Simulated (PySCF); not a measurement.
Molfile (atoms numbered from 1):
```
C6H5ClO
     RDKit          3D

 13 13  0  0  0  0  0  0  0  0999 V2000
    2.3176   -0.6186   -0.0299 O   0  0  0  0  0  0  0  0  0  0  0  0
    0.9856   -0.4164   -0.0252 C   0  0  0  0  0  0  0  0  0  0  0  0
    0.5237    0.9047   -0.0060 C   0  0  0  0  0  0  0  0  0  0  0  0
   -0.8431    1.1551   -0.0004 C   0  0  0  0  0  0  0  0  0  0  0  0
   -1.7714    0.1135   -0.0137 C   0  0  0  0  0  0  0  0  0  0  0  0
   -1.2945   -1.1942   -0.0328 C   0  0  0  0  0  0  0  0  0  0  0  0
   -2.4177   -2.5143   -0.0498 Cl  0  0  0  0  0  0  0  0  0  0  0  0
    0.0709   -1.4738   -0.0389 C   0  0  0  0  0  0  0  0  0  0  0  0
    2.5012   -1.5639   -0.0438 H   0  0  0  0  0  0  0  0  0  0  0  0
    1.2539    1.7152    0.0044 H   0  0  0  0  0  0  0  0  0  0  0  0
   -1.1989    2.1879    0.0148 H   0  0  0  0  0  0  0  0  0  0  0  0
   -2.8446    0.3045   -0.0093 H   0  0  0  0  0  0  0  0  0  0  0  0
    0.4118   -2.5118   -0.0543 H   0  0  0  0  0  0  0  0  0  0  0  0
  1  2  1  0
  2  3  2  0
  3  4  1  0
  4  5  2  0
  5  6  1  0
  6  7  1  0
  6  8  2  0
  8  2  1  0
  1  9  1  0
  3 10  1  0
  4 11  1  0
  5 12  1  0
  8 13  1  0
M  END
```

PySCF 2.14 calculation with geometry: PBE0-D3(BJ)/def2-SVP and shielding tensors at KT2/pcSseg-2 (GIAO); a single conformation, isolated molecule, non-relativistic.

δ = σ(ref) − σ, references computed at the same level: 13C and 1H vs TMS; 17O vs H2O; HCl for 35Cl.

| atoms | nucleus | count | δ (ppm) |
| --- | --- | --- | --- |
| C2 | 13C | 1 | 158.2 |
| H13 | 1H | 1 | ? |
| C6 | 13C | 1 | 140.9 |
| C5 | 13C | 1 | 119.5 |
| C8 | 13C | 1 | ? |
| H10 | 1H | 1 | 6.59 |
| O1 | 17O | 1 | ? |
| H11 | 1H | 1 | 7.06 |
| H12 | 1H | 1 | 6.75 |
| H9 | 1H | 1 | ? |
| C4 | 13C | 1 | 128.8 |
| C3 | 13C | 1 | 110.0 |
| Cl7 | 35Cl | 1 | 256 |

Q: Complete the table.

A: 
- C8: 113.0 ppm, aromatic CH; it is ortho or para to a lone-pair donor and shielded by resonance
- H13: 6.44 ppm, hydrogen on an aromatic CH; ortho or para to a lone-pair donor, hence upfield of benzene
- H9: 3.79 ppm, hydrogen on a phenol-type oxygen; exchangeable; this is the value without hydrogen bonding to other molecules
- O1: 126.2 ppm, phenol-type oxygen

The OH or NH signal is concentration- and solvent-dependent in practice; the value given is the gas-phase one. Carbons that carry Cl, above all several Cl atoms, come out too deshielded, partly because spin–orbit coupling is missing. Shifts are as computed. Against solution values, carbons near 30 ppm lie about +3 ppm off and those near 130 ppm about -1 ppm. Of 1211 compounds with measured shifts, 218 miss one by over three times the rms of a fit or turn the order of signals round; such compounds aren't used in these exercises. Experimental scales use liquid or dissolved standards, which lie at an offset from isolated H2O (liquid H2O: subtract about 36 ppm).
